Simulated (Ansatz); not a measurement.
System: C$_{3}$H$_{5}$O$_{2}$ (charge 0, doublet). It need not be the lowest isomer of its formula. 
Structure (B3LYP-D3(BJ)/def2-TZVP (Ansatz, an electronic-structure program) minimum search):
```
C
H 1 1.0936
H 1 1.0987 2 106.28
O 1 1.4491 2 109.03 3 116.01
C 4 1.3370 1 116.01 2 -60.40
O 5 1.1993 4 126.02 1 0.31
H 5 1.0983 6 124.89 4 -179.93
C 1 1.4725 2 112.32 3 -123.57
H 8 1.0798 1 119.66 2 40.19
H 8 1.0798 9 119.47 1 -171.78
```
Charge 0, spin multiplicity 2.

Parts of the frozen-core correlation energy in 6-31G (Ansatz, hartree). Frozen orbitals: 5; correlated occupied orbitals by spin: 15 and 14; virtual: 35 and 36. Open shells are spin-unrestricted. No spin-orbit coupling. Non-relativistic.

| term | value |
|---|---|
| reference (HF) | -266.06375 |
| MP2 opposite-spin | -0.37095 |
| MP2 same-spin | -0.12164 |
| CCSD correlation | -0.52200 |
| (T) | -0.01465 |
| T1 diagnostic | 0.016 |
| largest doubles amplitude | 0.064 |
| <S^2> of the reference | 0.763 |
